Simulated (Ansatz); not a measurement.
`F[Si](F)([SiH3])Cl` + `CC` → `CC[Si](F)(F)Cl` + SiH₄  (formal exchange of groups at the Si–Si bond)

Calculated with Ansatz (gas phase, PBE0-D4/def2-TZVP geometries, no zero-point term in ΔE). CCSD(T)/CBS adds triple-zeta CCSD(T) − MP2 to the extrapolated MP2 energy (def2 sets, frozen cores). This one scheme is used for every species. Functionals use def2-TZVPP. HSE06 is defined as in plane-wave codes. Each species was taken in one conformer, which may not be the lowest.

Problem. Is it downhill or uphill in electronic energy at CCSD(T)/CBS, and by how much? (An estimate is asked.)

Solution. Computed: Downhill: ΔE = -15.5 kJ/mol.

Problem. What do these levels give: PBE-D4, HSE06-D4, PBE, LC-ωPBE, MP2/def2-SVP, CCSD/def2-TZVPP? (An estimate is asked.)

Solution. Ansatz gave: PBE-D4 -2.1, HSE06-D4 -7.1, PBE 0.0, LC-ωPBE -11.6, MP2/def2-SVP -25.6, CCSD/def2-TZVPP -18.6 kJ/mol.

Largest T1 diagnostic among the species: 0.012.

The D4 term adds −3.1 kJ/mol with B3LYP and −1.7 kJ/mol with PBE0; it sums over pairs of atoms, weighted by their polarisabilities, and B3LYP, whose exchange is more repulsive, gets the larger term. From PBE to PBE0 (25 % exact exchange), in def2-TZVPP and without D4, ΔE moves by −5.7 kJ/mol. At CCSD(T), def2-SVP lies −5.3 kJ/mol from the extrapolated value and def2-TZVPP −2.8 kJ/mol.

B3LYP here is the variant with VWN-RPA as its local correlation; programs differ in this.
